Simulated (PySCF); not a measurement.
A geometry optimisation on `C=N[Si@H](Br)C[SiH3]`.

Method: PBE0-D3(BJ)/def2-SVP geometry optimisation, gas phase (PySCF 2.14.0). Start geometry: GFN2-xTB. A driver script takes a list of jobs; this job's settings line and coordinates (Å) are shown.

Input:
```
{"job": {"xc": "PBE0", "basis": "def2-SVP", "d3": "d3bj", "grid": 1, "maxiter": 30, "shake": 0.01, "kind": "geom"}, "charge": 0, "multiplicity": 1}
C      2.211240     1.253770     0.178010
N      1.637880     0.430630     0.910570
Si     0.804740    -1.037380     0.549780
Br     1.009220    -1.549730    -1.618140
C     -0.996040    -0.838380     1.004800
Si    -1.968780     0.460660    -0.004840
H      2.263620     1.195970    -0.915730
H      2.661270     2.163810     0.615600
H      1.559400    -2.071240     1.274350
H     -1.040700    -0.563620     2.079450
H     -1.491490    -1.804770     0.936230
H     -2.114240    -0.021850    -1.368260
H     -1.252020     1.730820    -0.001830
H     -3.291260     0.636240     0.632260
```

Output:
```
step   0  E = -3287.68310878  max force = 0.023448
step   1  E = -3287.68606610  max force = 0.003721
step   2  E = -3287.68643257  max force = 0.001683
step   3  E = -3287.68648303  max force = 0.002016
step   4  E = -3287.68652045  max force = 0.000845
step   5  E = -3287.68653265  max force = 0.001328
step   6  E = -3287.68654345  max force = 0.000289
optimisation converged
```

Energies in Eh; «max force» is the largest Cartesian gradient component in Eh/bohr.

Task: How much energy does the optimisation release, in eV?

Result: E(step 0) − E(last step) = 0.003435 Eh, which is 0.093 eV.

In short: final energy -3287.68654 Eh after 6 steps; dipole 0.98 D.

Task: Where do the atoms end?

Result: 0.069 Å rms from the input after alignment:
```
atom  x, y, z in Å
C1     2.1103    1.3469   -0.6383
N2     1.5801    0.5083    0.1397
Si3    0.7831   -0.9867   -0.2509
Br4    0.7528   -1.3523   -2.4742
C5    -0.9657   -0.9090    0.3797
Si6   -2.1006    0.3504   -0.4506
H7     2.1422    1.2310   -1.7421
H8     2.5786    2.2641   -0.2364
H9     1.5706   -2.0898    0.3593
H10   -0.8997   -0.6692    1.4558
H11   -1.4214   -1.9099    0.2934
H12   -2.3924   -0.0531   -1.8569
H13   -1.4596    1.7003   -0.4557
H14   -3.3897    0.4389    0.3016
```

Task: Estimate the wall time. Hardware: Arm Neoverse V2, one thread, no GPU (shared host). And the peak memory of the process?

Result: About 66 s, with 0.60 GiB resident at the peak, the Python interpreter and its libraries included.
Labels such as C1 count atoms from 1, the log's own numbers from 0.
